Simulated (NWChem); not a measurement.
C2H5ClOSi; SMILES O[SiH2]/C=C/Cl

```xyz
10

O     -0.8268    -2.7570     0.1074
Si     0.4821    -1.7354    -0.0365
C     -0.0232     0.0052    -0.4854
C      0.2532     1.0322     0.3231
Cl    -0.1659     2.6749    -0.0066
H     -1.4942    -2.5124     0.7552
H      1.2616    -1.6330     1.2384
H      1.3141    -2.3388    -1.1112
H     -0.5569     0.2115    -1.4212
H      0.7803     0.9258     1.2770
```
Atoms are numbered in this order, from 1.

Program: NWChem. Medium grid unless said otherwise, to which SCAN and Minnesota functionals are sensitive. Structure relaxed at the PBE0/def2-SVP level. Hybrids' shares of exact exchange are those that their runs print; pure functionals count as 0. The functionals differ in more than this share.

| row | share of exact exchange | highest occupied level (eV) |
|---|---|---|
| PBE/def2-TZVP | 0.00 | -6.63 |
| BLYP/def2-TZVP | 0.00 | -6.45 |
| TPSSh/def2-TZVP | 0.10 | -7.12 |
| B3LYP/def2-TZVP | 0.20 | withheld |
| M06-2X/def2-TZVP | 0.54 | -8.98 |

Fit a straight line of the last column on the one before it, predict the withheld value, and compare with the run.


1. Means of the 4 shown rows: x = 0.160, y = -7.295. Slope Σ(x − x̄)(y − ȳ)/Σ(x − x̄)² = -0.8924/0.1992 = -4.480; intercept -6.578.
2. The shown rows scatter about the line by 0.084 (root mean square); the largest residual is +0.13, at BLYP/def2-TZVP.
3. At x = 0.20 (B3LYP/def2-TZVP; inside the shown range) the line gives -7.47.
4. The run gives -7.55, -0.08 from the line, 1.0 times the scatter.
